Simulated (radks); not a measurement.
Values are calculated unless marked as measured or tabulated.
In, 49 electrons, occupied as [Kr] 4d10 5s2 5p1.

Level of theory: Dirac Kohn-Sham, PBE, spin-unpolarised, spherical densities, point nucleus; open shells are shared between the two j in proportion to 2j + 1 (a radial shooting solver on a logarithmic mesh with Libxc functionals).

Energy parts (hartree):
| part | energy |
|---|---|
| total | -5883.21451 |
| kinetic | 6182.06607 |
| electron-nucleus | -14277.31524 |
| Hartree | 2371.95410 |
| exchange-correlation | -159.91944 |

Orbitals (lengths in bohr, moments of r in powers of bohr; <r^-3> diverges for s and p1/2; r(90%) holds 90 % of the orbital's charge):
| orbital | occ. | eigenvalue (hartree) | <r> | <r^-3> | r(90%) |
|---|---|---|---|---|---|
| 1s1/2 | 2 | -1019.308 | 0.02971 | - | 0.0534 |
| 2s1/2 | 2 | -152.5761 | 0.1281 | - | 0.198 |
| 2p1/2 | 2 | -142.2809 | 0.1085 | - | 0.178 |
| 2p3/2 | 4 | -134.5313 | 0.1137 | 4019 | 0.185 |
| 3s1/2 | 2 | -28.95414 | 0.3483 | - | 0.513 |
| 3p1/2 | 2 | -24.80061 | 0.3394 | - | 0.511 |
| 3p3/2 | 4 | -23.40081 | 0.3505 | 739.4 | 0.527 |
| 3d3/2 | 4 | -16.05739 | 0.3223 | 115.3 | 0.509 |
| 3d5/2 | 6 | -15.77062 | 0.3258 | 108.0 | 0.514 |
| 4s1/2 | 2 | -4.39425 | 0.8481 | - | 1.23 |
| 4p1/2 | 2 | -3.03830 | 0.9013 | - | 1.33 |
| 4p3/2 | 4 | -2.79400 | 0.9317 | 128.9 | 1.37 |
| 4d3/2 | 4 | -0.70302 | 1.173 | 13.07 | 1.85 |
| 4d5/2 | 6 | -0.67144 | 1.190 | 12.06 | 1.88 |
| 5s1/2 | 2 | -0.30161 | 2.610 | - | 3.92 |
| 5p1/2 | 0.333333 | -0.10017 | 3.616 | - | 5.68 |
| 5p3/2 | 0.666667 | -0.08919 | 3.806 | 5.662 | 5.99 |

The highest occupied level is 5p3/2 at -2.427 eV. The density falls to 0.001 e/bohr^3 at r = 4.63 bohr. For comparison, the ionisation energy in NIST's Atomic Spectra Database is 5.786 eV (measured). In exact Kohn-Sham theory the highest level is minus the ionisation energy, but local and semilocal functionals leave it too shallow, through self-interaction and a potential that decays too fast; potentials with the right tail come closer. Summed over all electrons, <r^2> = 59.15 bohr^2, which gives a Langevin (diamagnetic) susceptibility term of -46.8 x 10^-6 cm^3/mol.

Beside tabulated values, note that spin-unpolarised runs miss the spin-polarisation part of the exchange energy of open shells.
